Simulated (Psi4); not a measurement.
Cl5Mo (SMILES [Cl][Mo]([Cl])([Cl])([Cl])[Cl]), doublet, geometry from GFN2-xTB (such geometries of metal compounds can be far from the true shape) (core potentials on Mo). Base run: B3LYP/def2-SVP (Psi4).

Geometry (Å):
```xyz
6

Mo     0.0092    -0.0755    -0.0450
Cl     1.9016    -0.1595    -1.1292
Cl     1.0363    -1.0491     1.8389
Cl    -1.0222     0.9338    -1.9077
Cl    -1.7112    -1.3957     0.2015
Cl    -0.2274     1.8570     1.1078
```
Charge 0, spin multiplicity 2.
Orbitals are unrestricted.
All else is at Psi4's defaults (density fitting).
Base energy -2368.74789 Eh.

The base run was repeated with changes; each row names its change, and settings that it needs were set with it.

```tsv
change	ΔE vs base (µEh)	SCF cycles	grid points	basis functions	outcome
base	0.0	23	129016	121	converged
guess = modhuckel	0.0	24	129016	121	converged
dft_nuclear_scheme = becke	40.4	23	128730	121	converged
scf_type = dfdirj+link	-55.3	23	129016	121	converged
dft_radial_points = 50	308	23	87278	121	converged
scf_type = disk_df	0.0	23	129016	121	converged
guess = sapgau	5971	22	129016	121	another SCF solution
scf_type = dfdirj+cosx	-693	25	129016	121	converged
dft_basis_tolerance = 1e-8	0.0	23	126689	121	converged
dft_radial_points = 150	4.5	23	256416	121	converged
guess = sadno	0.0	24	129016	121	converged
puream = true	0.0	23	129016	121	converged
df_basis_scf = def2-universal-jkfit	0.0	23	129016	121	converged
```

A guess, shift, damping, solver or small numerical setting can't move a converged solution much, so rows marked as another SCF solution ended in a different state.

Open shells are given as the SCF converged; they aren't shown to be the lowest states, and a large step between rows can be another state.
